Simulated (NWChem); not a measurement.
## Correlation energy of Ge (+1)

```
Ge
```
Charge +1, spin multiplicity 2.

The numbers come from NWChem runs, not from measurements.

Basis set: def2-TZVP. Each correlation energy counts from its own Hartree-Fock reference.

The Hamiltonian is non-relativistic. The correlated methods keep 9 core orbitals frozen. The stability of the SCF solutions was not checked. Open-shell Hartree-Fock references start from PBE0 orbitals. Coupled-cluster values serve here as a point of comparison, not as the truth.

**Question.** One of these methods gave a correlation energy of -176.5 mHa. Which?
A) CCSD(T) on ROHF
B) CCSD on ROHF
C) CCSD on UHF
D) CCSD[T] on UHF

**Answer.** B, CCSD on ROHF. The others give -181.9 (CCSD(T) on ROHF), -178.8 (CCSD[T] on UHF), -172.8 (CCSD on UHF).
